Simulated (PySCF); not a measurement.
Si(Me)(Et)(Vi)2, C₇H₁₄Si, SMILES C=C[Si](C)(C=C)CC, GFN2-xTB optimised geometry.

```
22

C     -2.35     1.94     0.13
C     -1.08     1.58     0.00
Si    -0.48    -0.22     0.00
C     -1.14    -1.14     1.53
C     -1.11    -1.06    -1.58
C     -0.89    -2.33    -1.89
C      1.44    -0.22     0.00
C      2.04     0.35     1.28
H     -2.66     2.98     0.12
H     -3.13     1.22     0.26
H     -0.34     2.36    -0.13
H     -0.75    -2.15     1.58
H     -2.22    -1.21     1.51
H     -0.87    -0.63     2.45
H     -1.71    -0.46    -2.25
H     -1.27    -2.78    -2.80
H     -0.30    -2.98    -1.26
H      1.80    -1.23    -0.14
H      1.80     0.36    -0.85
H      1.76    -0.25     2.14
H      3.13     0.37     1.22
H      1.70     1.37     1.45
```

Density from PBE0/def2-SVP (PySCF 2.14.0) at that geometry.

Minimum of the electron density along straight lines between bonded atoms, close to the bond critical point (lines longer than 1.1 times the sum of covalent radii, or with two minima, are not listed):

| bond | length / Å | ρ at the minimum / e bohr⁻³ | ∇²ρ there / e bohr⁻⁵ | position (fraction from the first atom) |
|---|---|---|---|---|
| C1–C2 | 1.324 | 0.343 | -0.92 | 0.51 |
| C2–Si3 | 1.895 | 0.111 | 0.33 | 0.62 |
| Si3–C4 | 1.909 | 0.109 | 0.31 | 0.38 |
| Si3–C5 | 1.897 | 0.111 | 0.33 | 0.38 |
| C5–C6 | 1.324 | 0.343 | -0.92 | 0.49 |
| Si3–C7 | 1.914 | 0.110 | 0.29 | 0.38 |
| C7–C8 | 1.525 | 0.239 | -0.53 | 0.50 |
| C1–H9 | 1.080 | 0.282 | -1.07 | 0.63 |
| C1–H10 | 1.078 | 0.284 | -1.08 | 0.63 |
| C2–H11 | 1.084 | 0.277 | -1.02 | 0.63 |
| C4–H12 | 1.086 | 0.271 | -0.96 | 0.62 |
| C4–H13 | 1.086 | 0.272 | -0.97 | 0.62 |
| C4–H14 | 1.086 | 0.272 | -0.97 | 0.62 |
| C5–H15 | 1.083 | 0.278 | -1.03 | 0.63 |
| C6–H16 | 1.080 | 0.282 | -1.07 | 0.63 |
| C6–H17 | 1.078 | 0.283 | -1.08 | 0.63 |
| C7–H18 | 1.091 | 0.271 | -0.95 | 0.62 |
| C7–H19 | 1.091 | 0.271 | -0.95 | 0.62 |
| C8–H20 | 1.087 | 0.277 | -1.01 | 0.62 |
| C8–H21 | 1.089 | 0.276 | -1.00 | 0.62 |
| C8–H22 | 1.088 | 0.276 | -1.01 | 0.62 |
